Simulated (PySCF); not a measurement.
Species: C₃H₇OSSi (doublet state).
Structure used (GFN2-xTB), in Å, numbered top down from 1:
```
atom  x, y, z in Å
Si1    2.441    0.124   -0.109
S2     0.745    1.428    0.210
C3    -0.524    0.460   -0.415
C4    -1.996    0.711   -0.386
O5    -2.228   -0.700   -0.328
C6    -0.833   -0.993   -0.250
H7     3.547    0.983    0.274
H8     2.281   -1.033    0.764
H9     2.443   -0.272   -1.511
H10   -2.386    1.234    0.498
H11   -2.431    1.165   -1.284
H12   -0.559   -1.444    0.715
H13   -0.506   -1.663   -1.056
```

The hyperfine couplings belong to this conformer and change with its torsions.

The species is `[SiH3]S[C]1COC1` [radical].

Computed, not measured: UKS B3LYP, pcH-1 on C H O S Si, non-relativistic, mean-field spin-orbit, GIAO (PySCF 2.14.0). One conformer (not necessarily the lowest) at the GFN2-xTB geometry, without solvent, vibrations or thermal averaging. A GFN2-xTB geometry isn't a minimum of the functional, and hyperfine couplings can be far from their values at a DFT geometry. No stability test was run, so a lower SCF solution isn't excluded.

(1) The isotropic 13C couplings, averaged over equivalent nuclei, are +166.6, -20.9 MHz. Assign them to C3; C4/C6.

(2) The isotropic 1H couplings, averaged over equivalent nuclei, are +78.2, +5.2 MHz. Assign them to H7/H8/H9; H10/H11/H12/H13.

## Answers

(1) 
| site | a_iso (MHz) | ρ(0) (bohr⁻³) | position | distance from C3 (Å) | spin population | largest \|T\| (MHz) |
| --- | --- | --- | --- | --- | --- | --- |
| C3 | +166.6 | +0.1480 | largest spin population | 0.00 | +0.81 | 142.1 |
| C4/C6 | -20.9 | -0.0186 | 1 bond from C3 | 1.49 | -0.06 | 3.4 |

(2) 
```csv
site,a_iso (MHz),ρ(0) (bohr⁻³),position,distance from C3 (Å),bound to,spin population there,largest |T| (MHz)
H7/H8/H9,+5.2,+0.0012,"γ, 3 bonds from C3",3.60,Si1,+0.01,3.2
H10/H11/H12/H13,+78.2,+0.0175,"β, 2 bonds from C3",2.21,C4/C6,-0.06,7.5
```

ρ(0) is the spin density at the nucleus and T the dipolar tensor; a_iso includes a spin–orbit part; entries for several nuclei are means. Largest spin populations (Mulliken): C3 (+0.81), S2 (+0.13) and C4 (-0.06). C3 is the only atom above +0.15. The angles at C3 add up to 347.8°, so it is slightly pyramidal.

β density exceeds α density at some nuclei, such as C4/C6 (-0.0186) and O5 (-0.0038), spin density in bohr⁻³. In a single determinant that takes different orbitals for the two spins, that is spin polarisation.

Class means assume fast exchange of nuclei equivalent by connectivity; if that motion is slow, each nucleus keeps its own coupling. The three 1H nuclei of mean +5.2 MHz run from -0.2 to 8.5 MHz in the frozen geometry. The 13C value of -20.9 MHz is a mean of couplings from -25.6 to -16.2 MHz in this one geometry, not an average over conformers. The 1H value of +78.2 MHz is a mean of couplings from 72.6 to 81.8 MHz in this one geometry, not an average over conformers.
